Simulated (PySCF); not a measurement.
C5H7BS.
Atom-mapped SMILES: `[BH2:1][c:2]1[cH:3][c:4]([CH3:5])[cH:6][s:7]1` (hydrogens: H8, H9 on B1; H10 on C3; H11, H12, H13 on C5; H14 on C6)

Level of theory: PBE0-D3(BJ)/def2-SVP geometry optimisation, gas phase in PySCF 2.14.0.

Question: What internal coordinates does the optimisation give?

Answer: 
| bond | length (Å) |
| --- | --- |
| B1–C2 | 1.519 |
| C2–C3 | 1.391 |
| C3–C4 | 1.416 |
| C4–C5 | 1.497 |
| C4–C6 | 1.385 |
| C6–S7 | 1.701 |
| C2–S7 | 1.736 |
| B1–H8, B1–H9 | 1.209 |
| C3–H10 | 1.092 |
| C5–H11, C5–H12, C5–H13 | 1.100 |
| C6–H14 | 1.091 |

Bonds in one row agree within 0.01 Å and their mean is given. A selection of angles:
| angle | degrees |
| --- | --- |
| C2–B1–H8 | 120.9 |
| C2–B1–H9 | 119.0 |
| H8–B1–H9 | 120.0 |
| B1–C2–C3 | 129.0 |
| B1–C2–S7 | 121.8 |
| C3–C2–S7 | 109.2 |
| C2–C3–C4 | 114.8 |
| C2–C3–H10 | 121.6 |
| C4–C3–H10 | 123.7 |
| C3–C4–C5 | 124.8 |
| C3–C4–C6 | 110.6 |
| C5–C4–C6 | 124.6 |
| C4–C5–H11 | 111.2 |
| H11–C5–H12 | 107.2 |
| C4–C6–S7 | 112.9 |
| C4–C6–H14 | 126.4 |
| S7–C6–H14 | 120.7 |
| C2–S7–C6 | 92.6 |

The 4 C–C bonds span 1.385 Å (C4–C6, aromatic) to 1.497 Å (C4–C5, drawn single), a spread of 0.112 Å. B1 (three-coordinate boron) is planar (angles 120.9°, 120.0° and 119.0°, sum 360.0°, 0.00 Å off the plane of its three neighbours). The 7 heavy atoms lie in one plane (0.002 Å rms). The C–S distances run from 1.701 Å (C6–S7, aromatic) to 1.736 Å (C2–S7, aromatic), a spread of 0.035 Å. The 5-membered ring C2–C3–C4–C6–S7 has internal angles of 92.6° to 114.8°; it is planar, 0.00 Å rms from its mean plane, widest ring torsion 0°.

Point group: near Cs, missed by 0.25 Å at most; the miss may be what the optimiser left on a soft mode. PBE0-D3(BJ)/def2-SVP frequencies: not computed here.
